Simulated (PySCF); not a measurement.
## How the method changes the constants of TaF⁻

State: ⁴Π (quartet), unpaired electrons π ↑, δ ↑↑. Set-up: Ta def2-TZVPPD with ECP60, F def2-TZVPPD; scalar-relativistic core potentials (PySCF 2.14). De refers to Ta (5d3 6s2) + F⁻ in their high-spin ground configurations, without counterpoise correction. The functionals are run spin-unrestricted. A positive dipole points towards F; it is taken about the centre of mass and depends on that origin. Levels whose curve was spin-contaminated or gave no clean fit are not listed.

```csv
Level,Re (Å),ωe (cm⁻¹),De (eV),μ (D)
ROHF-CCSD,1.931,536,n/a,n/a
ROHF-CCSD(T),1.926,541,3.46,n/a
PBE,1.914,543,n/a,0.84
BP86,1.915,544,n/a,0.85
PBE0,1.913,546,n/a,0.94
B97-3,1.927,529,n/a,0.80
M06,1.919,548,n/a,0.24
M06-2X,1.930,538,n/a,0.51
ωB97X,1.928,529,n/a,0.66
```

The bond length runs from 1.913 Å (PBE0) to 1.931 Å (ROHF-CCSD).

Correlated steps freeze 1 core orbital. De is left out where the level can put another filling of the metal’s s and d shells below the measured ground configuration, by anything from nothing to about 1 eV. Spin–orbit coupling is left out, which matters for elements this heavy, above all for dissociation energies. For an ion De counts to the pair picked by the measured ionisation energies or electron affinities, which need not be the lowest pair at this level. The highest Kohn–Sham level is positive in this anion. Much of that is self-interaction error, but it also means that the finite basis helps to hold the extra electron. The state is the lowest single determinant that the PBE0 search found; with open d or f shells the true ground state can be another one.

The whole job (state search and all levels along the bond) took about 25 min on 2 threads of Arm Neoverse V2 (shared host), peak memory 4.7 GiB.
